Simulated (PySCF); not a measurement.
## Electron correlation in S²⁺ (sulfur, charge +2)

[Ne] 3s2 3p2, high-spin 3P determinant. Calculation: PySCF 2.14, in ANO-RCC-VTZP; the spin-free X2C one-electron Hamiltonian (Gaussian nucleus). Frozen: 1s2; 12 electrons correlated.

| level | correlation energy (mhartree) |
| --- | --- |
| CCSD | -106.04 |
| (T) | -2.49 |
| CCSD(T) | -108.53 |

Diagnostics: T1 = 0.0050, D1 = 0.0220, largest double amplitude 0.102.

Cost of the coupled-cluster step: about 0.7 core-seconds, for 12 correlated electrons.

Iterations:

```
CC2 = 0
CCSD nocc = (np.int64(7), np.int64(5)), nmo = (33, 33)
frozen orbitals [[0], [0]]
max_cycle = 100
direct = 0
conv_tol = 1e-08
conv_tol_normt = 1e-06
diis_space = 8
diis_start_cycle = 0
Init t2, MP2 energy = -0.0844886526454058
Init E_corr(UCCSD) = -0.0844886526612686
cycle = 1  E_corr(UCCSD) = -0.0994857279993646  dE = -0.0149970753  norm(t1,t2) = 0.0467062
cycle = 2  E_corr(UCCSD) = -0.103659480949842  dE = -0.00417375295  norm(t1,t2) = 0.0176601
cycle = 3  E_corr(UCCSD) = -0.106047769127216  dE = -0.00238828818  norm(t1,t2) = 0.00797297
cycle = 4  E_corr(UCCSD) = -0.106034669093162  dE = 1.31000341e-05  norm(t1,t2) = 0.00136273
cycle = 5  E_corr(UCCSD) = -0.106044208753482  dE = -9.53966032e-06  norm(t1,t2) = 0.000190205
cycle = 6  E_corr(UCCSD) = -0.106043838063774  dE = 3.70689709e-07  norm(t1,t2) = 4.25942e-05
cycle = 7  E_corr(UCCSD) = -0.106043757586935  dE = 8.04768387e-08  norm(t1,t2) = 8.22972e-06
cycle = 8  E_corr(UCCSD) = -0.106043885084507  dE = -1.27497572e-07  norm(t1,t2) = 1.32495e-06
cycle = 9  E_corr(UCCSD) = -0.106043835168241  dE = 4.99162658e-08  norm(t1,t2) = 2.56185e-07
cycle = 10  E_corr(UCCSD) = -0.106043846538711  dE = -1.13704695e-08  norm(t1,t2) = 5.92571e-08
cycle = 11  E_corr(UCCSD) = -0.10604384500138  dE = 1.53733108e-09  norm(t1,t2) = 3.9503e-08
UCCSD converged
E(UCCSD) = -397.5251246871795  E_corr = -0.1060438450013798
UCCSD(T) correction = -0.00249002582410635
```
